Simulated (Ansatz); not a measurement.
# Molecular dynamics of CH$_{5}$BFN

input.yaml

```yaml
crystal:
  periodic: [false, false, false]
  atoms:
    - { symbol: B, position_ang: [-0.106529, 0.133975, 0.013134] }
    - { symbol: C, position_ang: [-0.033099, -0.071519, 1.572389] }
    - { symbol: H, position_ang: [-0.988281, -0.370666, 2.030493] }
    - { symbol: H, position_ang: [0.720711, -0.839079, 1.818422] }
    - { symbol: H, position_ang: [0.305028, 0.858292, 2.061402] }
    - { symbol: F, position_ang: [1.017956, 0.488383, -0.646201] }
    - { symbol: "N", position_ang: [-1.270634, -0.025916, -0.749136] }
    - { symbol: H, position_ang: [-2.162278, -0.288329, -0.351072] }
    - { symbol: H, position_ang: [-1.284673, 0.11486, -1.752932] }
basis:
  gaussian: { orbitals: def2-SVP }
hamiltonian:
  xc: b3lyp
  dispersion: d4
md:
  timestep: 0.5
  n_steps: 100
  ensemble: nve
  temperature: 3000.0
  initial_velocities: maxwell_boltzmann
  seed: 401597
```

Launched with:

```bash
$ ansatz run input.yaml --threads 2 --pin off --max-ram 3072MiB --backend cpu --events-out ev --progress --plain --runs-dir out
```

It starts from a relaxed structure.

Output, in part (step lines, the closing report, with atoms numbered from 0):

```
md step     0: t =     0.00 fs  T =  3000.0 K  F+E_penalty+E_count = -6000.90349590 eV  E_kin = 2.714460 eV  conserved = -5998.18903592 eV  (24 SCF iters)
[... lines left out ...]
Total energy: -5999.10649317 eV, -220.4630972837 hartree
Atom 0 at    -0.075807     0.048202    -0.023037 Å, force     0.388270    -0.956213     2.816144 eV/Å
Atom 1 at    -0.082098    -0.146184     1.691925 Å, force     1.274181     0.808046    -1.753695 eV/Å
Atom 2 at    -1.102072     0.344177     2.010558 Å, force     2.349181    -0.258450     0.022658 eV/Å
Atom 3 at     0.202410    -0.989432     2.384410 Å, force    -0.940244    -0.229346    -1.206916 eV/Å
Atom 4 at     0.970054     0.344800     1.750384 Å, force    -1.896994     0.867716     0.881725 eV/Å
Atom 5 at     0.965422     0.573198    -0.703105 Å, force     0.636361    -0.169072     0.590469 eV/Å
Atom 6 at    -1.210590    -0.039895    -0.768158 Å, force    -0.585974     1.071978    -2.278543 eV/Å
Atom 7 at    -2.116906    -0.302459    -0.305649 Å, force     0.983961     0.658062    -1.612224 eV/Å
Atom 8 at    -0.952832     0.483213    -1.733004 Å, force    -2.208743    -1.792722     2.540381 eV/Å
Dipole moment:    -0.394956    -0.015832    -0.053729 e Å
```

The steps, from the saved trajectory:

| time (fs) | T (K) | potential energy less start (eV) | conserved less start (meV/atom) |
| --- | --- | --- | --- |
| 0 | 3000 | 0.000 | 0.00 |
| 1.5 | 2358 | 0.593 | 1.36 |
| 3 | 1710 | 1.184 | 1.85 |
| 4.5 | 1714 | 1.174 | 1.07 |
| 6 | 1455 | 1.404 | 0.76 |
| 7.5 | 883 | 1.937 | 2.33 |
| 9 | 1330 | 1.520 | 0.98 |
| 10.5 | 1673 | 1.208 | 0.83 |
| 12 | 1408 | 1.451 | 1.18 |
| 13.5 | 1118 | 1.719 | 1.83 |
| 15 | 1369 | 1.481 | 0.58 |
| 16.5 | 1080 | 1.750 | 1.37 |
| 18 | 952 | 1.864 | 1.28 |
| 19.5 | 1135 | 1.699 | 1.28 |
| 21 | 1342 | 1.512 | 1.35 |
| 22.5 | 1608 | 1.270 | 1.13 |
| 24 | 1701 | 1.185 | 1.12 |
| 25.5 | 1494 | 1.371 | 0.92 |
| 27 | 1202 | 1.641 | 1.67 |
| 28.5 | 1326 | 1.523 | 0.88 |
| 30 | 1144 | 1.694 | 1.60 |
| 31.5 | 1313 | 1.543 | 1.82 |
| 33 | 2061 | 0.859 | 1.03 |
| 34.5 | 2433 | 0.517 | 0.44 |
| 36 | 2034 | 0.889 | 1.76 |
| 37.5 | 1967 | 0.942 | 0.79 |
| 39 | 1553 | 1.320 | 1.25 |
| 40.5 | 1068 | 1.764 | 1.79 |
| 42 | 1201 | 1.644 | 1.75 |
| 43.5 | 1816 | 1.079 | 0.75 |
| 45 | 1859 | 1.043 | 1.12 |
| 46.5 | 1727 | 1.165 | 1.43 |
| 48 | 1728 | 1.159 | 0.82 |
| 49.5 | 1223 | 1.620 | 1.38 |

The run went to its last step. The conserved energy stayed within 2.4 meV per atom of its start (net change 1.6 meV per atom), so the integration is sound. A run of 0.05 ps of so small a system gives no equilibrium averages.

The same pairs are bonded in the first frame and the last. Pairs count as bonded within 1.25 times the sum of covalent radii (0.12 Å more for H–H).

Last frame:

```xyz
9
Properties=species:S:1:pos:R:3
B -0.076 0.048 -0.023
C -0.082 -0.146 1.692
H -1.102 0.344 2.011
H 0.202 -0.989 2.384
H 0.970 0.345 1.750
F 0.965 0.573 -0.703
N -1.211 -0.040 -0.768
H -2.117 -0.302 -0.306
H -0.953 0.483 -1.733
```

Run time: 2.2 min on 2 threads of Arm Neoverse V1 (shared host), peak memory 0.15 GiB.
